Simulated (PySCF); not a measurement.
## Correlation energy of Cu+ (copper, charge +1)

[Ar] 3d10, closed-shell 1S. Calculation: PySCF 2.14, in aug-cc-pVDZ-PP with ECP10MDF (5s5p4d2f, 54 functions); a scalar-relativistic core potential. Frozen: 3s2 3p6; 10 electrons correlated.

```
  level  correlation energy (mhartree)
   CCSD                        -372.33
    (T)                         -12.60
CCSD(T)                        -384.93
```

Diagnostics: T1 = 0.014, D1 = 0.0202, largest double amplitude 0.022.

Cost of the coupled-cluster step: roughly 0.9 core-seconds, for 10 correlated electrons.
